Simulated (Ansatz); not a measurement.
Reaction (redistribution): `NB1[SiH2]B1F` + `O[SiH2][SiH3]` → `NB1B[SiH2]1` + `O[SiH](F)[SiH3]`

Computed with Ansatz on PBE0-D4/def2-TZVP structures; ΔE is electronic, products minus reactants. CBS: MP2 limit from def2 TZ/QZ plus the TZ coupled-cluster correction, frozen cores. Functionals use def2-TZVPP. B3LYP here is the variant with VWN-RPA as its local correlation; programs differ in this. One conformer a species, not always the lowest.

`NB1[SiH2]B1F`:

Cartesian coordinates in Å:
```
N 1.696 0.350 -0.416
B 0.504 -0.322 -0.410
Si -1.365 0.333 0.584
B -0.682 -1.339 -0.110
F -1.290 -2.322 -0.775
H 2.574 -0.111 -0.232
H 1.783 1.337 -0.595
H -2.677 1.008 0.372
H -0.543 1.065 1.583
```

`O[SiH2][SiH3]`:

```xyz
9

O     1.226   -1.652   -0.243
Si   -0.276   -0.960   -0.232
Si   -0.220    1.291    0.430
H     1.893   -1.256   -0.805
H    -0.920   -1.041   -1.576
H    -1.076   -1.766    0.723
H    -1.589    1.874    0.370
H     0.661    2.072   -0.484
H     0.302    1.437    1.816
```

`NB1B[SiH2]1`:

```xyz
9

N    -1.420    0.158    1.229
B    -0.337   -0.458    0.673
B     0.924   -1.022   -0.022
Si    1.047    0.414   -1.201
H    -1.412    0.529    2.166
H    -2.298    0.273    0.751
H     1.422   -2.096   -0.116
H     0.301    1.682   -0.978
H     1.773    0.520   -2.501
```

`O[SiH](F)[SiH3]`:

```xyz
9

O     0.803   -1.504    0.869
Si    0.783    0.071    0.426
F     2.042    0.396   -0.513
Si   -1.191    0.413   -0.782
H     1.463   -1.800    1.497
H     0.951    0.950    1.614
H    -1.235    1.814   -1.279
H    -2.361    0.181    0.106
H    -1.255   -0.520   -1.938
```

Is it downhill or uphill in electronic energy at CCSD(T)/CBS, and by how much? (Estimate.)

The calculation gave: Downhill: ΔE = -100.7 kJ/mol.

What do these levels give: r2SCAN-D4, r2SCANh-D4, r2SCAN0-D4, CAM-B3LYP-D4, BLYP, B3LYP, r2SCANh, r2SCAN0, CAM-B3LYP, MP2/def2-SVP, CCSD(T)/def2-SVP, SCS-MP2/def2-QZVPP? (An estimate is asked.)

Computed: r2SCAN-D4 -91.8, r2SCANh-D4 -93.2, r2SCAN0-D4 -94.9, CAM-B3LYP-D4 -95.8, BLYP -87.8, B3LYP -92.1, r2SCANh -92.7, r2SCAN0 -94.3, CAM-B3LYP -93.9, MP2/def2-SVP -76.1, CCSD(T)/def2-SVP -65.9, SCS-MP2/def2-QZVPP -105.8 kJ/mol.

Largest T1 diagnostic among the species: 0.016.

From PBE to PBE0 (25 % exact exchange), in def2-TZVPP and without D4, ΔE moves by −6.0 kJ/mol. At CCSD(T), def2-SVP lies +34.8 kJ/mol from the extrapolated value and def2-TZVPP +3.6 kJ/mol. The D4 term adds −3.6 kJ/mol with B3LYP and −1.8 kJ/mol with PBE0; it sums over pairs of atoms, weighted by their polarisabilities, and B3LYP, whose exchange is more repulsive, gets the larger term.
